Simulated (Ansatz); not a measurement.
I3Sb (SMILES [I][Sb]([I])[I]) moved off its minimum; all values from Ansatz (an electronic-structure program), cores frozen in correlated methods. Elements past Kr take the def2 small-core potentials, without spin–orbit coupling.
(charge 0, multiplicity 1)
```xyz
4

Sb    -0.09702    -0.00515     0.97951
I     -1.87312    -1.60450    -0.38939
I     -0.42408     2.38421    -0.27847
I      2.22345    -0.84236    -0.31782
```

Forces at wB97M-V/def2-TZVPP (eV/Å):

```
atom      Fx      Fy      Fz
----  ------  ------  ------
Sb1    0.305  -0.333  -0.640
I2     0.329   0.380   0.224
I3    -0.007  -0.289   0.073
I4    -0.627   0.242   0.342
```

Question: Give the forces (eV/Å), the total energy and the dipole at CCSD(T)/def2-TZVPPD.

Answer: 
| atom | Fx | Fy | Fz |
|---|---|---|---|
| Sb1 | 0.292 | -0.348 | -0.109 |
| I2 | 0.023 | 0.110 | 0.037 |
| I3 | -0.070 | 0.135 | -0.104 |
| I4 | -0.245 | 0.104 | 0.175 |
Energy -1129.9704 hartree, dipole 1.53 D.
